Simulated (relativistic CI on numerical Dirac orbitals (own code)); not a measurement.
Charge states of calcium

Calculated at this level of theory: Dirac-Coulomb-Breit CI, separate exchange-only KLI orbitals for each configuration, model QED, valence Slater integrals scaled by 0.9 (own radial code, finite nucleus).

Each species is treated in one configuration, given outside its closed core. Radial values are for the open shell of highest l, unscaled and averaged over j; ζ includes the Breit term. Labels give the leading LS character, summed over repeated terms.

| Ion | Configuration | Its lowest level | LS weight (%) | g_J | g√(J(J+1)) | Next level | E (cm⁻¹) | ζ (cm⁻¹) |
| --- | --- | --- | --- | --- | --- | --- | --- | --- |
| Ca | 4s² | ¹S0 | 100 |  | 0.00 |  |  |  |
| Ca+ | 4s | ²S1/2 | 100 | 2.002 | 1.73 |  |  |  |
| Ca2+ | 3s²3p⁶ | ¹S0 | 100 |  | 0.00 |  |  |  |
| Ca3+ | 3s²3p⁵ | ²P°3/2 | 100 | 1.334 | 2.58 | ²P°1/2 | 3153 | 2099 |
| Ca4+ | 3s²3p⁴ | ³P2 | 99 | 1.497 | 3.67 | ³P1 | 2423.2 | 2290 |
| Ca5+ | 3s²3p³ | ⁴S°3/2 | 100 | 2.000 | 3.87 | ²D°3/2 | 28764 | 2488 |
| Ca6+ | 3s²3p² | ³P0 | 99 |  | 0.00 | ³P1 | 1629.6 | 2694 |
| Ca7+ | 3s²3p | ²P°1/2 | 100 | 0.665 | 0.58 | ²P°3/2 | 4372.4 | 2908 |
| Ca8+ | 3s² | ¹S0 | 100 |  | 0.00 |  |  |  |
| Ca9+ | 3s | ²S1/2 | 100 | 2.002 | 1.73 |  |  |  |
| Ca10+ | 2s²2p⁶ | ¹S0 | 100 |  | 0.00 |  |  |  |
| Ca11+ | 2s²2p⁵ | ²P°3/2 | 100 | 1.332 | 2.58 | ²P°1/2 | 29976 | 19930 |
| Ca12+ | 2s²2p⁴ | ³P2 | 97 | 1.483 | 3.63 | ³P1 | 24573 | 21100 |
| Ca13+ | 2s²2p³ | ⁴S°3/2 | 98 | 1.987 | 3.85 | ²D°3/2 | 99234 | 22330 |
| Ca14+ | 2s²2p² | ³P0 | 97 |  | 0.00 | ³P1 | 17362 | 23620 |
| Ca15+ | 2s²2p | ²P°1/2 | 100 | 0.663 | 0.57 | ²P°3/2 | 37535 | 24960 |
| Ca16+ | 2s² | ¹S0 | 100 |  | 0.00 |  |  |  |
| Ca17+ | 2s | ²S1/2 | 100 | 1.999 | 1.73 |  |  |  |
| Ca18+ | 1s² | ¹S0 | 100 |  | 0.00 |  |  |  |

With one configuration, terms of near-neutral atoms and ions can be 10 to 25 % off, and close levels can change places.

At low charge ζ of a weakly bound d or f electron comes out too small.
